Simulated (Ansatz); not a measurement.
`[OH][Ge]([OH])([Cl])[Cl]` + `[NH]=[W](=[NH])([NH2])[F]` → `[OH][Ge]([F])([Cl])[Cl]` + `[NH]=[W](=[NH])([NH2])[OH]`  (redistribution)

Gas-phase electronic energies from Ansatz, PBE0-D4/def2-TZVP geometries. CCSD(T)/CBS adds triple-zeta CCSD(T) − MP2 to the extrapolated MP2 energy (def2 sets, frozen cores). DFT in def2-TZVPP. HSE06 is defined as in plane-wave codes. def2 core potentials past Kr. For Ge, W outer-core shells are correlated without core-valence functions, which leaves a few kJ/mol of doubt a bond. Scalar relativity is left out up to krypton. Each species was taken in one conformer, which may not be the lowest.

`[OH][Ge]([OH])([Cl])[Cl]`:

Z-matrix (Å, degrees):
```
Ge
O 1 1.743
Cl 1 2.116 2 107.1
O 1 1.752 2 107.4 3 121.5
Cl 1 2.133 2 112.4 3 -118.8
H 2 0.962 1 111.8 3 -157.2
H 4 0.961 1 113.3 2 160.8
```

`[NH]=[W](=[NH])([NH2])[F]`:

Z-matrix (Å, degrees):
```
W
N 1 1.749
N 1 1.943 2 106.4
N 1 1.749 2 113.5 3 116.7
F 1 1.882 2 109.2 3 -121.3
H 2 1.007 1 156.8 3 -118.3
H 3 1.008 1 123.1 2 -20.0
H 3 1.008 1 123.1 2 141.4
H 4 1.007 1 156.8 2 1.6
```

`[OH][Ge]([F])([Cl])[Cl]`:

Z-matrix (Å, degrees):
```
Ge
F 1 1.716
Cl 1 2.116 2 106.2
O 1 1.741 2 109.6 3 121.5
Cl 1 2.100 2 108.4 3 -120.9
H 4 0.962 1 113.0 2 -70.5
```

`[NH]=[W](=[NH])([NH2])[OH]`:

```xyz
10

N    -1.501    1.051    0.315
W    -0.094    0.139   -0.198
N    -0.440   -1.461   -0.830
N     1.023   -0.116    1.382
O     0.799    1.160   -1.545
H    -2.471    1.261    0.482
H    -1.027   -2.236   -1.094
H     1.542   -0.961    1.563
H     0.956    0.460    2.205
H     1.213    0.704   -2.281
```

Question: Is it downhill or uphill in electronic energy at CCSD(T)/CBS, and by how much? (Estimate.)

Answer: The calculation gave: Uphill: ΔE = +14.1 kJ/mol.

Question: What do these levels give: LDA (SPW92), B97M-V, PBE-QIDH, PBE, PBE0, r2SCANh, r2SCAN0, HSE06, MP2/def2-SVP, CCSD/def2-SVP, HF/CBS(def2), MP2/CBS(def2)? (Best estimate.)

Answer: Computed: LDA (SPW92) 16.3, B97M-V 16.3, PBE-QIDH 14.8, PBE 17.2, PBE0 16.4, r2SCANh 16.6, r2SCAN0 16.1, HSE06 16.4, MP2/def2-SVP 14.3, CCSD/def2-SVP 15.3, HF/CBS(def2) 13.1, MP2/CBS(def2) 13.6 kJ/mol.

Question: What do rigid-rotor, harmonic-oscillator terms from PBE0-D4/def2-TZVP frequencies (298.15 K, 1 bar) make of the CCSD(T)/CBS value? (Estimate.)

Answer: Computed: ΔZPE = -1.5 kJ/mol, ΔH = +12.7 kJ/mol, ΔS = 0 J/(mol·K), ΔG = +12.8 kJ/mol.

Largest T1 diagnostic among the species: 0.020, so the coupled-cluster value is less sure than usual.

Leaving LDA and LC-ωPBE aside and taking each functional with its dispersion term where it has one, the values, not all of them listed here, spread over 2.8 kJ/mol, from PBE-QIDH to revPBE-D4.
